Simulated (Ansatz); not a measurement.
Reaction (formal loss of a carbene): `CSBS` → `[CH2]` (triplet) + `SBS`

Computed with Ansatz on PBE0-D4/def2-TZVP structures; ΔE is electronic, products minus reactants. CCSD(T)/CBS adds triple-zeta CCSD(T) − MP2 to the extrapolated MP2 energy (def2 sets, frozen cores). This one scheme is used for every species. DFT in def2-TZVPP. HSE06 is defined as in plane-wave codes. Triplets are unrestricted, without spin–orbit coupling. Each species was taken in one conformer, which may not be the lowest.

Problem. Is it downhill or uphill in electronic energy at CCSD(T)/CBS, and by how much? (An estimate is asked.)

Solution. Ansatz gave: Uphill: ΔE = +4.44 eV.

Problem. What do these levels give: revPBE-D4, HSE06-D4, revPBE, PBE0, r2SCANh, r2SCAN0, HSE06, HF/def2-SVP, CCSD/def2-SVP, CCSD/def2-TZVPP, CCSD(T)/def2-TZVPP, MP2/CBS(def2)? (Best estimate.)

Solution. The calculation gave: revPBE-D4 4.40, HSE06-D4 4.43, revPBE 4.22, PBE0 4.37, r2SCANh 4.18, r2SCAN0 4.15, HSE06 4.38, HF/def2-SVP 2.87, CCSD/def2-SVP 4.04, CCSD/def2-TZVPP 4.17, CCSD(T)/def2-TZVPP 4.30, MP2/CBS(def2) 4.59 eV.

Largest T1 diagnostic among the species: 0.014.

In def2-TZVPP, CCSD(T) changes the Hartree–Fock value by +1.41 eV (the triples alone add +0.13 eV) and MP2 by +1.56 eV. At CCSD(T), def2-SVP lies −0.30 eV from the extrapolated value and def2-TZVPP −0.14 eV.
